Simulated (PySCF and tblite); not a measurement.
Values are calculated unless marked as measured or tabulated.
2 diastereomers of C6H8N2, numbered alike:

```
isomer                                                   SMILES  descriptors (one enantiomer)
     A   [CH3:1][C@H:2]([C:3]#[N:4])[C@H:5]([CH3:6])[C:7]#[N:8]                        2S, 5S
     B  [CH3:1][C@@H:2]([C:3]#[N:4])[C@H:5]([CH3:6])[C:7]#[N:8]                        2R, 5S
```

Protocol: conformer search, at most 7 conformers an isomer, GFN2-xTB geometries, energies PBE0/pcSseg-1 (D3(BJ) added where defined), weights at 298.15 K with GFN2-xTB thermal terms. Programs: PySCF with density fitting and tblite.

Equilibrium rotational constants and dipole components of each isomer's leading conformer, in random order:

```tsv
set	A (MHz)	B (MHz)	C (MHz)	abs μa	abs μb	abs μc (D)
P	3594	1471	1095	0.00	0.00	0.00
Q	3793	1348	1202	0.00	0.00	0.83
```

(1) Match sets and isomers.

The whole study took 5.6 min on 1 thread of Arm Neoverse N1, shared host (rough), peak memory 1.3 GiB, launched as `OMP_NUM_THREADS=1 python ens_run.py task.json out`.

Results:

(1) P is B (Ci), Q is A (C2).
